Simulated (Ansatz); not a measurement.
```yaml
crystal:
  periodic: [false, false, false]
  atoms:
    - {symbol: B, position_ang: [-0.402450, 0.831962, -0.255824]}
    - {symbol: C, position_ang: [0.754716, -0.134109, 0.050333]}
    - {symbol: F, position_ang: [1.719867, 0.114886, 1.003182]}
    - {symbol: S, position_ang: [-0.691492, -0.968285, 0.735117]}
    - {symbol: H, position_ang: [-0.912160, 0.882619, -1.260607]}
    - {symbol: H, position_ang: [-0.652957, 1.711044, 0.605546]}
    - {symbol: H, position_ang: [1.254120, -0.792979, -0.702621]}
    - {symbol: H, position_ang: [-0.971102, -1.743727, -0.337210]}
basis:
  gaussian: {orbitals: "6-31++G**", final_grid: {core_spheres: 5, valence_spheres: 4, degree: 11}}
total_charge: 3
magnetization: {spin_polarized: true, initial_magnetization: 1}
hamiltonian: {xc: {name: BLYP}, dispersion: d3bj}
output: {forces: true}
```

```sh
$ ansatz run in.yaml --threads 2 --pin off --events-out ev --progress --plain --max-ram 4352MiB
```

It prints (some lines left out):

```
Functional definition: BLYP
1016 factors; their error is unknown
mean field evaluation 1: about -15205.1673 eV, gradient 1.2e2 eV
mean field evaluation 2: about -14630.7495 eV, gradient 2.7e2 eV
mean field evaluation 4: about -15122.8687 eV, gradient 1.7e2 eV
mean field evaluation 8: about -15275.1340 eV, gradient 7.8e0 eV
mean field evaluation 16: about -15275.8235 eV, gradient 3.3e-1 eV
mean field evaluation 32: about -15275.7661 eV, gradient 3.7e-5 eV
mean field -15275.82265726 eV, -561.3761283300 hartree, gradient 2.1e-6 eV, S^2 1.487587; 12 other end points of the search recorded, 0 dependent functions left out
reference -15275.82305370 eV, -561.3761428989 hartree; 19, 18 occupied and 85, 86 virtual orbitals, 1016 factors
Total energy: -15276.15265524 eV, -561.3882555319 hartree
Atom 0 at    -0.402450     0.831962    -0.255824 Å, force     1.131133     0.743643    -0.353273 eV/Å
Atom 1 at     0.754716    -0.134109     0.050333 Å, force     5.481770    -1.296491     3.399425 eV/Å
Atom 2 at     1.719867     0.114886     1.003182 Å, force    -1.557816     0.253207    -1.219395 eV/Å
Atom 3 at    -0.691492    -0.968285     0.735117 Å, force    -1.604200    -1.982429     2.809656 eV/Å
Atom 4 at    -0.912160     0.882619    -1.260607 Å, force    -2.505348     0.884297    -2.806365 eV/Å
Atom 5 at    -0.652957     1.711044     0.605546 Å, force    -0.687401     2.281321     1.002751 eV/Å
Atom 6 at     1.254120    -0.792979    -0.702621 Å, force     0.533978     0.027085    -1.548310 eV/Å
Atom 7 at    -0.971102    -1.743727    -0.337210 Å, force    -0.792116    -0.910634    -1.284489 eV/Å
Dipole moment:    -0.888402     0.269485    -0.882672 e Å
```

Task: What is wrong with this run?

Result: The charge is far from anything that the molecule holds. The calculation finished and met its thresholds. The result belongs to that input, not to the molecule as meant.
